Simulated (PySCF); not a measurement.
Isomers of C5H10S2, mass 134.022 u with the commonest isotopes. Level of theory: PySCF, PBE0-D3(BJ)/def2-SVP geometry optimisation, gas phase. One conformer each, none proved a minimum here; rigid rotors.

Task: Order these by out-of-plane moment Σ m c² = (Ia + Ib − Ic)/2, smallest first.
A. `[CH3:1][CH2:2][CH:3]1[S:4][CH2:5][CH2:6][S:7]1` with C1–C2–C3–S4 -65°, C2–C3–S4–C5 -93°, C3–S4–C5–C6 -49°, S4–C5–C6–S7 48°, C5–C6–S7–C3 -24°
B. `[CH3:1][C@H:2]1[CH2:3][CH2:4][S:5][CH2:6][S:7]1` with C1–C2–C3–C4 -174°, C2–C3–C4–S5 -67°, C3–C4–S5–C6 58°, C4–S5–C6–S7 -61°
C. `[CH3:1][C@@H:2]1[CH2:3][CH2:4][CH2:5][S:6][S:7]1` with C1–C2–C3–C4 -64°, C2–C3–C4–C5 -61°, C3–C4–C5–S6 64°, C4–C5–S6–S7 -63°

Result: B (18.43 u·Å²), A (33.10 u·Å²), C (61.57 u·Å²).

Task: Order these by dipole moment, smallest first.
A. `[CH3:1][C@@H:2]1[CH2:3][CH2:4][CH2:5][S:6][S:7]1` with C1–C2–C3–C4 -64°, C2–C3–C4–C5 -61°, C3–C4–C5–S6 64°, C4–C5–S6–S7 -63°
B. `[CH3:1][C@H:2]1[CH2:3][CH2:4][S:5][CH2:6][S:7]1` with C1–C2–C3–C4 -174°, C2–C3–C4–S5 -67°, C3–C4–S5–C6 58°, C4–S5–C6–S7 -61°
C. `[CH3:1][CH2:2][CH:3]1[S:4][CH2:5][CH2:6][S:7]1` with C1–C2–C3–S4 -65°, C2–C3–S4–C5 -93°, C3–S4–C5–C6 -49°, S4–C5–C6–S7 48°, C5–C6–S7–C3 -24°

Result: C (1.19 D), B (2.18 D), A (2.66 D).

Task: Order these by rotational constant C, largest first.
A. `[CH3:1][C@@H:2]1[CH2:3][CH2:4][CH2:5][S:6][S:7]1` with C1–C2–C3–C4 -64°, C2–C3–C4–C5 -61°, C3–C4–C5–S6 64°, C4–C5–S6–S7 -63°
B. `[CH3:1][C@H:2]1[CH2:3][CH2:4][S:5][CH2:6][S:7]1` with C1–C2–C3–C4 -174°, C2–C3–C4–S5 -67°, C3–C4–S5–C6 58°, C4–S5–C6–S7 -61°
C. `[CH3:1][CH2:2][CH:3]1[S:4][CH2:5][CH2:6][S:7]1` with C1–C2–C3–S4 -65°, C2–C3–S4–C5 -93°, C3–S4–C5–C6 -49°, S4–C5–C6–S7 48°, C5–C6–S7–C3 -24°

Result: A (1363 MHz), C (1100 MHz), B (1066 MHz).

```
        SMILES  point group  Ia (u·Å²)  Ib (u·Å²)  Ic (u·Å²)      κ  μa (D)  μb (D)  μc (D)
C[C@@H]1CCCSS1           C1     229.47     264.55     370.87   0.30    1.16    2.39    0.11
 C[C@H]1CCSCS1           C1     172.79     337.96     473.88  -0.54    0.84    1.49    1.36
     CCC1SCCS1           C1     190.72     334.85     459.36  -0.47    0.41    0.47    1.02
```
